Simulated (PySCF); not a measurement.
Compound: C₅H₄F₃N.
Numbering: `[CH2:1]=[N:2]/[CH:3]=[CH:4]\[C:5]([F:6])=[C:7]([F:8])[F:9]` (hydrogens: H10, H11 on C1; H12 on C3; H13 on C4)

Theory: PySCF 2.14.0, density-fitted response routines, TDDFT CAM-B3LYP/def2-SVPD, vertical, gas phase, core orbitals frozen in the response. The structure is a single GFN2-xTB conformer in the gas phase; no vibrational or solvent corrections. Torsions of this conformer, `[CH2:1]=[N:2]/[CH:3]=[CH:4]\[C:5]([F:6])=[C:7]([F:8])[F:9]`: C1–N2–C3–C4 73°, C3–C4–C5–F6 -2°.

Kohn–Sham orbitals with the atoms that hold most of them (Löwdin shares over 4%, at most four atoms; ? is withheld):

| orbital | ε (eV) | atoms |
| --- | --- | --- |
| HOMO-3 | -11.48 | C3 22%, N2 18%, C4 16%, C1 13% |
| HOMO-2 | -10.78 | N2 32%, C1 23%, C3 12%, C4 10% |
| HOMO-1 | -9.70 | ? |
| HOMO | ? | N2 19%, C4 18%, C7 15%, C3 15% |
| LUMO | -0.22 | ? |
| LUMO+1 | 0.49 | N2 19%, C1 18%, C3 17%, C7 8% |
| LUMO+2 | 1.13 | C7 27%, C5 14%, C4 11%, F9 8% |

**Question.** Give the leading atoms of the LUMO.

**Answer.** C1 (bonded to N and 2 H) 23%; N2 (bonded to 2 C) 19%; C3 (bonded to C, N and H) 13%; C4 (bonded to 2 C and H) 11%. By element: carbon 46% or more, nitrogen 19%.

**Question.** Which atoms hold the HOMO-1, and with what shares?

**Answer.** N2 (bonded to 2 C) 26%; C5 (bonded to 2 C and F) 17%; C7 (bonded to C and 2 F) 10%; F6 (bonded to C) 9%. By element: carbon 28% or more, nitrogen 26%, fluorine 9% or more.

**Question.** What is the HOMO energy, and the HOMO–LUMO gap?

**Answer.** ε(HOMO) = -7.46 eV; the gap is 7.24 eV (0.2661 hartree).

**Question.** How does S1 compare with the orbital gap of 7.24 eV?

**Answer.** S1 is at 4.01 eV (f = 0.062), 3.24 eV below the gap, made of HOMO→LUMO (62%), HOMO→LUMO+1 (22%). 

Next come S2 at 5.22 eV (f 0.485), HOMO→LUMO+1 (67%), HOMO→LUMO (26%); S3 at 5.65 eV (f 0.108), HOMO→LUMO+2 (84%); S4 at 6.04 eV (f 0.040), HOMO-1→LUMO (64%); S5 at 6.51 eV (f 0.021), HOMO→LUMO+3 (60%), HOMO→LUMO+5 (15%), HOMO→LUMO+4 (9%).

Löwdin shares depend on the basis, the more so with diffuse functions.

The run took 53 s wall (grids of density and orbitals included) on an Intel Xeon Platinum 8375C at 2.90 GHz with one thread (shared host), and the process peaked at 0.99 GiB of memory.
